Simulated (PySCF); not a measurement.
**Radial density of Ge (germanium, neutral)**

PBE, [Ar] 3d10 4s2 4p2, high-spin 3P determinant. Calculation: PySCF 2.14, in x2c-TZVPall (6s5p4d1f, 48 functions); scalar relativity by spin-free X2C-1e.

| r (bohr) | 4πr²ρ (e/bohr) | 4πr²(ρα − ρβ) |
| --- | --- | --- |
| 0.000739 | 0.2483 | 0.0000 |
| 0.00124 | 0.6162 | 0.0000 |
| 0.00209 | 1.521 | 0.0000 |
| 0.00352 | 3.643 | -0.0001 |
| 0.00591 | 8.222 | -0.0002 |
| 0.00995 | 16.84 | -0.0003 |
| 0.0167 | 29.32 | 0.0000 |
| 0.0281 | 38.89 | 0.0026 |
| 0.0473 | 35.81 | 0.0132 |
| 0.0796 | 32.41 | 0.0347 |
| 0.134 | 45.01 | 0.0335 |
| 0.225 | 33.03 | -0.0128 |
| 0.379 | 24.10 | 0.0577 |
| 0.637 | 25.82 | 0.0259 |
| 1.07 | 7.681 | 0.1034 |
| 1.80 | 2.458 | 0.6997 |
| 3.03 | 0.9907 | 0.6049 |
| 5.10 | 0.1344 | 0.1187 |
| 8.58 | 0.0006604 | 0.0007 |

Densities and radii are taken from the X2C orbitals without a picture-change correction, which distorts them close to the nucleus.

Q: Where is the radial spin density 4πr²(ρα − ρβ) most negative, and why is it negative at all?

A: Around r = 0.225 bohr, down to -0.0128 e/bohr: exchange with the open shell polarises the paired shells in an unrestricted calculation.
